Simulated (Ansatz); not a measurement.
One change: `C[CH2][AlH][AlH][SiH3]` becomes `C[CH2][AlH][SH]`.

Ansatz, PBE0-D4/def2-TZVP geometries, multiplicity 1. Each molecule was computed in one conformer, which needn't be the lowest.

```
                               property  `C[CH2][AlH][AlH][SiH3]`
  LUMO energy (ωB97M-V/def2-TZVPP) / eV                     -0.64
    HOMO energy (B3LYP/def2-TZVPP) / eV                     -6.33
      HOMO energy (PBE/def2-TZVPP) / eV                     -5.55
     LUMO energy (PBE0/def2-TZVPP) / eV                     -2.28
HOMO–LUMO gap (ωB97M-V/def2-TZVPP) / eV                      7.72
   HOMO–LUMO gap (PBE0/def2-TZVPP) / eV                      4.22
```

(1) What does the change do to each property? (Estimate.)

Answers

(1) Ansatz gave: 
```tsv
property	`C[CH2][AlH][SH]`	shift
LUMO energy (ωB97M-V/def2-TZVPP) / eV	0.68	1.32
HOMO energy (B3LYP/def2-TZVPP) / eV	-7.38	-1.05
HOMO energy (PBE/def2-TZVPP) / eV	-6.46	-0.91
LUMO energy (PBE0/def2-TZVPP) / eV	-0.92	1.36
HOMO–LUMO gap (ωB97M-V/def2-TZVPP) / eV	10.52	2.80
HOMO–LUMO gap (PBE0/def2-TZVPP) / eV	6.72	2.50
```

With PBE0 the HOMO falls by 1.13 eV and the LUMO rises by 1.36 eV, so the gap widens by about 2.49 eV. PBE moves the HOMO by -0.91 eV and ωB97M-V by -1.46 eV.

B3LYP here is the variant with VWN-RPA as its local correlation; programs differ in this.
